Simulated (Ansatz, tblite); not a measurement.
Two members of one family (Ge10H16 nanocrystal and its variants), computed with Ansatz in the gas phase. The two geometries come from different levels. HOMO and LUMO are taken over both spins. Binding counts from free atoms in the multiplicity of their measured ground term, without zero-point energy. Singlets are spin-restricted. Sets without diffuse functions give affinities that are too small. The spins of the ions were chosen, not always searched. A dash marks a value that wasn't run or was left out as unsound. The structures are stationary points that may keep the symmetry of their start. Remarks come from the PBE and PBE0 runs and from stability tests at other levels; not every state was tested. A HOMO above zero means that the electron is unbound at that level and held by the basis, or that self-interaction error raises the level; the energy of removing that electron tells which.

First: Ge10H14, two caps of one atom removed (singlet, charge 0, PBE-D4/def2-SVP geometry).

Cartesian coordinates in Å:
```
Ge 1.465 -0.728 2.247
Ge -1.987 -1.606 0.425
Ge -1.042 2.154 1.415
Ge 2.664 2.156 -0.562
Ge -0.996 1.105 -2.349
Ge 1.509 -1.775 -1.515
Ge -0.914 -0.187 2.101
Ge 2.575 -0.246 0.099
Ge -0.869 -1.253 -1.722
Ge 0.196 2.487 -0.691
H 1.688 -2.232 2.591
H 2.120 0.118 3.380
H -1.880 -3.102 0.843
H -3.498 -1.246 0.307
H -0.431 3.054 2.532
H -2.518 2.606 1.199
H -2.473 1.595 -2.431
H -0.355 1.301 -3.755
H 1.733 -3.239 -1.031
H 2.192 -1.630 -2.909
H -1.593 -0.375 3.495
H 4.037 -0.788 0.267
H -1.519 -2.139 -2.830
H -0.104 3.969 -1.107
```

```tsv
level	HOMO (eV)	LUMO (eV)	gap (eV)	vertical IE (eV)	vertical EA (eV)	binding per atom (eV)
PBE-D4/def2-SVP	-5.43	-4.17	1.26	–	–	2.82
PBE-D4/def2-TZVP	-5.46	-4.20	1.26	7.43	2.32	2.82
r2SCAN-D4/def2-TZVP	-5.68	-4.19	1.49	7.52	2.47	2.85
PBE0-D4/def2-SVP	-6.33	-3.54	2.79	–	–	2.81
PBE0-D4/def2-TZVP	-6.33	-3.54	2.79	7.62	2.39	2.81
```

The relaxed triplet lies at 0.50 eV (r2SCAN-D4/def2-TZVP) to 0.68 eV (PBE-D4/def2-TZVP) from the singlet.

Second: Ge9NH16, N on a surface site (doublet, charge 0, r2SCAN-D4/def2-SVP geometry; oxidised ion singlet, reduced ion singlet).

Cartesian coordinates in Å:
```
Ge 0.620 -2.902 -0.972
Ge 2.545 0.603 -0.920
Ge -1.131 0.391 -2.434
Ge -2.232 -0.630 1.245
Ge -0.381 2.747 0.652
Ge 0.822 -0.479 2.489
Ge 0.966 -0.797 -2.124
N -0.536 -1.338 1.547
Ge 1.576 1.401 1.156
Ge -1.989 1.208 -0.317
H 1.381 -4.052 -1.686
H -0.876 -3.286 -0.915
H 3.828 -0.198 -0.618
H 2.940 1.814 -1.791
H -2.167 -0.543 -3.092
H -0.911 1.591 -3.381
H -3.067 -1.792 0.675
H -2.885 -0.147 2.564
H -0.040 3.892 -0.322
H -0.951 3.367 1.944
H 1.919 -1.540 2.693
H 0.326 -0.003 3.878
H 1.579 -1.083 -3.516
H -0.587 -2.327 1.798
H 2.612 2.213 1.965
H -3.360 1.892 -0.517
```

Q: Estimate how these quantities change from the first to the second (second minus first).

A: 
| level | Δ HOMO (eV) | Δ LUMO (eV) | Δ gap (eV) | Δ vertical IE (eV) | Δ vertical EA (eV) | Δ binding per atom (eV) |
| --- | --- | --- | --- | --- | --- | --- |
| PBE-D4/def2-SVP | 0.76 | 0.66 | -0.11 | – | – | 0.02 |
| PBE-D4/def2-TZVP | 0.71 | 0.60 | -0.11 | -0.43 | -0.77 | 0.02 |
| r2SCAN-D4/def2-TZVP | 0.55 | 0.92 | 0.36 | – | – | 0.02 |
| PBE0-D4/def2-SVP | 0.59 | 0.88 | 0.29 | – | – | 0.02 |
| PBE0-D4/def2-TZVP | 0.54 | 0.81 | 0.28 | -0.32 | -0.95 | 0.02 |

Remarks: HOMO above zero (-1 singlet).
